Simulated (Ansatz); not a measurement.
CH7FSi2 can be A, `C[SiH2][SiH2]F`, or B, `C[SiH](F)[SiH3]`.

Calculated with Ansatz (gas phase, PBE0-D4/def2-TZVP geometries, no zero-point term in ΔE). CCSD(T)/CBS adds triple-zeta CCSD(T) − MP2 to the extrapolated MP2 energy (def2 sets, frozen cores). DFT in def2-TZVPP. B3LYP here is the variant with VWN-RPA as its local correlation; programs differ in this. Each species was taken in one conformer, which may not be the lowest.

A:

```xyz
11

C    -0.576    1.553   -0.545
Si   -0.846   -0.188    0.099
Si    1.184   -1.302    0.461
F     2.026   -1.347   -0.910
H    -0.032    1.532   -1.491
H    -1.531    2.056   -0.710
H     0.003    2.145    0.167
H    -1.669   -0.980   -0.857
H    -1.566   -0.164    1.405
H     2.024   -0.599    1.469
H     0.984   -2.705    0.912
```

B:

Z-matrix (Å, degrees):
```
C
Si 1 1.860
H 1 1.092 2 111.3
H 1 1.094 2 110.0 3 -119.9
H 1 1.093 2 110.6 3 120.7
F 2 1.611 1 108.7 3 -62.3
Si 2 2.346 1 112.5 3 57.7
H 2 1.489 1 110.1 3 -178.9
H 7 1.487 2 111.3 1 -179.0
H 7 1.488 2 110.7 1 -57.7
H 7 1.490 2 108.9 1 61.3
```

Problem. Which is lower in electronic energy at CCSD(T)/CBS, and by how much? (Estimate.)

Solution. Computed: B, by 2.5 kcal/mol.

Problem. Give E(B) − E(A) in kcal/mol with CCSD(T)/def2-TZVPP, B3LYP-D4, PBE0-D4, HF/def2-TZVPP, CCSD/def2-TZVPP, B3LYP, MP2/def2-TZVPP. (An estimate is asked.)

Solution. The calculation gave: CCSD(T)/def2-TZVPP -2.6, B3LYP-D4 -2.6, PBE0-D4 -2.7, HF/def2-TZVPP -2.2, CCSD/def2-TZVPP -2.5, B3LYP -2.5, MP2/def2-TZVPP -2.4. None reverses the order clearly.

Problem. Does the order hold for the free energy at 298.15 K (harmonic terms from PBE0-D4)? (Best estimate.)

Solution. Computed: Yes: G(B) − G(A) = -2.8 kcal/mol, for one conformer each. Modes under 60 cm⁻¹, often nearly free rotors, make the harmonic entropy too high.

Largest T1 diagnostic: 0.012.

Leaving LDA and LC-ωPBE aside and taking each functional with its dispersion term where it has one, the values, not all of them listed here, spread over 0.5 kcal/mol, from B97M-V to B2PLYP.
